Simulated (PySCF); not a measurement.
## Broadened absorption spectrum of C2H5ClS2Si

C2H5ClS2Si.
SMILES with atom numbers: `[Cl:1][SiH:2]1[S:3][CH2:4][CH2:5][S:6]1` (hydrogens: H7 on Si2; H8, H9 on C4; H10, H11 on C5)

Cartesian coordinates in Å at the GFN2-xTB level; atoms count from 1:
```
atom  x, y, z in Å
Cl1    3.2566    0.0838   -1.0360
Si2    1.6730   -0.6241   -0.0334
S3     0.0186   -1.0214   -1.3427
C4    -1.2452   -0.3180   -0.2245
C5    -0.7796    0.9977    0.3524
S6     0.7670    0.7906    1.3087
H7     2.0106   -1.8049    0.7377
H8    -2.1428   -0.1801   -0.8265
H9    -1.4452   -1.0461    0.5612
H10   -0.5927    1.7295   -0.4335
H11   -1.5148    1.3956    1.0505
```

Theory: PySCF 2.14.0, density-fitted response routines, TDDFT PBE0/def2-SVPD, vertical, gas phase, core orbitals frozen in the response.

Broadening: Gaussians 0.3 eV wide at half height, area fixed by f = 4.319×10⁻⁹ ∫ε dν̃. The cross-section is σ = 3.8235×10⁻²¹ ε cm², given in Mb (10⁻¹⁸ cm²). The width is an assumption, not a result. The curve ends short of the highest state used, and states not computed would add to its high-energy end.

| E (eV) | σ (Mb) |
| --- | --- |
| 4.69 | 0.00 |
| 4.73 | 0.00 |
| 4.76 | 0.00 |
| 4.79 | 0.01 |
| 4.82 | 0.01 |
| 4.85 | 0.02 |
| 4.88 | 0.04 |
| 4.92 | 0.07 |
| 4.95 | 0.11 |
| 4.98 | 0.15 |
| 5.01 | 0.21 |
| 5.04 | 0.27 |
| 5.08 | 0.38 |
| 5.11 | 0.47 |
| 5.14 | 0.58 |
| 5.17 | 0.69 |
| 5.20 | 0.82 |
| 5.24 | 1.00 |
| 5.27 | 1.12 |
| 5.30 | 1.22 |
| 5.33 | 1.28 |
| 5.36 | 1.28 |
| 5.39 | 1.23 |
| 5.43 | 1.07 |
| 5.46 | 0.91 |
| 5.49 | 0.74 |
| 5.52 | 0.57 |
| 5.55 | 0.42 |
| 5.59 | 0.26 |
| 5.62 | 0.20 |
| 5.65 | 0.18 |
| 5.68 | 0.21 |
| 5.71 | 0.32 |
| 5.75 | 0.61 |
| 5.78 | 0.96 |
| 5.81 | 1.45 |

(1) Locate the maxima and give the states behind the curve.

(2) Does any computed singlet lie in the visible range?

(3) Coming from long wavelengths, where does ε first pass 100 L mol⁻¹ cm⁻¹?

(4) On this curve, what absorbance would a 10⁻⁵ mol/L sample give at 254 nm over a 1 cm path?

Results:

(1) 232 nm (5.35 eV), ε about 340, made up of S2 (93%) (ε in L mol⁻¹ cm⁻¹; maxima over ε = 5, shares over 10%). At its high-energy end, 5.81 eV, the curve is still rising (ε about 380, from S3). The states used: S1 5.14 eV (f 0.0009); S2 5.36 eV (f 0.0035); S3 6.01 eV (f 0.014); S4 6.11 eV (f 0.0049); S5 6.26 eV (f 0.011); S6 6.41 eV (f 0.021).

(2) No computed singlet lies in the visible range (380 to 750 nm); the lowest, at 241 nm, stands 1.88 eV above its violet end (3.26 eV).

(3) At about 244 nm (5.08 eV), 0.06 eV below S1.

(4) 254 nm is 4.881 eV, where ε is about 10 L mol⁻¹ cm⁻¹, so A = ε c l ≈ 0.0001 (Beer–Lambert, with the gas-phase spectrum and the assumed width).

One conformer stands for the species.
